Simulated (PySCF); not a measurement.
SMILES C(/[SiH](F)F)=C\[SiH2]C (C₃H₈F₂Si₂) (GFN2-xTB optimised geometry):

```
15

Si    -2.156     0.247     0.000
F     -2.710     1.751     0.000
F     -2.694    -0.306    -1.403
C     -0.286     0.247     0.000
C      0.477    -0.392    -0.888
Si     2.365    -0.365    -0.926
C      2.921     0.418    -2.563
H     -2.861    -0.463     1.041
H      0.208     0.813     0.782
H     -0.022    -0.960    -1.665
H      2.846    -1.751    -0.837
H      2.861     0.413     0.216
H      2.564     1.440    -2.655
H      4.004     0.438    -2.638
H      2.543    -0.139    -3.416
```

Level of theory: CAM-B3LYP/def2-TZVP (PySCF 2.14.0).

What are the frontier orbital energies and the dipole moment?

HOMO-2 -10.96 eV, HOMO-1 -9.91 eV, HOMO -9.72 eV, LUMO -0.19 eV, LUMO+1 1.39 eV; dipole moment 2.37 D.

On the same geometry PBE/def2-TZVP run with PySCF gives HOMO-2 -8.20 eV, HOMO-1 -7.28 eV, HOMO -7.18 eV, LUMO -2.28 eV, LUMO+1 -0.46 eV; dipole moment 2.23 D.

Meta-Löwdin charges at CAM-B3LYP/def2-TZVP: Si1 1.34, F2 -0.50, F3 -0.51, C4 -0.38, C5 -0.30, Si6 0.68, C7 -0.59, H8 -0.13, H9 0.12, H10 0.12, H11 -0.11, H12 -0.11, H13 0.13, H14 0.13, H15 0.13.
